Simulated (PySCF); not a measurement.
HO$_{2}$Si (SMILES O=[Si]=[OH+]), charge +1, singlet, geometry from GFN2-xTB. Base run: PySCF with WB97X/3-21G.

The PySCF input:
```python
from pyscf import gto, scf, dft

mol = gto.M(
    atom='''
O     1.563969    0.104799    0.024944
Si    0.089692    0.004763    0.000983
O    -1.422691   -0.090539   -0.020970
H    -2.385908   -0.180762   -0.045551
''',
    basis='3-21g',
    charge=1,
    spin=0,
    verbose=4,
)

mf = dft.RKS(mol)
mf.xc = 'wb97x'
mf.kernel()
mf.analyze()
```

The base run was repeated with changes; each row names its change, and settings that it needs were set with it.

```csv
change,ΔE vs base (mEh),grid points,electrons on the grid
base,0.000,57152,30.00000
grids.level = 5,-0.021,153048,30.00000
grids.prune = off,0.000,95120,30.00000
grids.radi_method = mura_knowles,-0.026,53832,30.00000
grids.radi_method = delley,-0.010,59648,30.00000
grids.becke_scheme = stratmann,0.000,57152,30.00000
grids.level = 4,-0.016,101152,30.00000
grids.radi_method = gauss_chebyshev,0.009,55776,30.00000
grids.level = 0,38.712,4416,29.99606
grids.level = 2,-0.031,39720,30.00000
grids.prune = dft.gen_grid.treutler_prune,-0.004,51504,30.00000
```
